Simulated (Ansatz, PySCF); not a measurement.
Breaking the B1–H2 bond in CH6BN (SMILES BNC) (multiplicity 1 held, fragments rigid). Energies count from the point at 1.193 Å.
Geometry at that point (charge 0, multiplicity 1):
```xyz
9

B     -0.1738     0.1694     1.3598
H     -1.0466     0.5155     2.0959
H      0.9050    -0.1500     1.7605
N     -0.4214     0.1375    -0.0025
C      0.5047    -0.2521    -1.0532
H     -1.3320     0.4068    -0.3442
H      0.6779     0.5674    -1.7558
H      0.1296    -1.1104    -1.6169
H      1.4567    -0.5259    -0.6023
```

Restricted levels (R-, RO-) in cc, def2 and unpolarised 6-31G sets keep to the state of the molecule at rest. Unrestricted levels (U-) break spin symmetry where that is lower. Curves can end on different states.

Frozen-core correlation. Rows in 6-31G* carry no dispersion term and start afresh at each structure (6-31G* with six Cartesian d functions). MP2/6-31G* freezes PySCF's default core.

Programs: Ansatz (a first-principles code) with Gaussian orbitals; PySCF for 6-31G* rows. Values without a source in brackets are computed.

Energies in eV.

```csv
R (Å),R-B3LYP/cc-pVTZ,U-wB97X-V/cc-pVTZ,R-MP2/6-31G*,U-CCSD/cc-pVTZ,R-CCSD(T)/cc-pVTZ,U-CCSD(T)/cc-pVTZ
0.954,1.01,1.07,1.12,1.04,1.05,1.05
1.074,0.20,0.22,(withheld),0.21,0.21,0.21
1.193,0.00,0.00,0.00,0.00,0.00,0.00
1.312,0.14,0.13,0.14,0.14,0.13,0.13
1.432,0.46,0.44,0.48,0.46,0.45,0.45
1.611,1.09,1.09,1.16,1.10,1.08,1.08
1.790,1.77,1.80,1.88,1.78,1.75,1.75
2.088,2.83,2.93,(withheld),2.85,2.77,2.79
2.386,3.72,3.89,4.00,3.70,3.56,3.61
2.744,4.55,4.49,(withheld),4.37,4.16,4.30
3.221,5.33,4.78,5.75,4.70,4.44,4.70
3.818,5.94,4.86,6.20,4.78,4.20,4.79
```

### Question
Complete the blanks.

### Answer

- 1.074, R-MP2/6-31G*: 0.23
- 2.744, R-MP2/6-31G*: 4.92
- 2.088, R-MP2/6-31G*: 3.03

Doubts at one or more of the structures used: a restricted determinant that unrestricted orbitals would lower (R-B3LYP/cc-pVTZ, R-MP2/6-31G*, R-CCSD(T)/cc-pVTZ); a spin-contaminated determinant (U-wB97X-V/cc-pVTZ, U-CCSD/cc-pVTZ, U-CCSD(T)/cc-pVTZ); T1 above 0.05 (U-CCSD/cc-pVTZ, R-CCSD(T)/cc-pVTZ, U-CCSD(T)/cc-pVTZ); the program's own flag: other amplitudes (U-CCSD/cc-pVTZ, U-CCSD(T)/cc-pVTZ); other coupled-cluster roots lie near (R-CCSD(T)/cc-pVTZ).
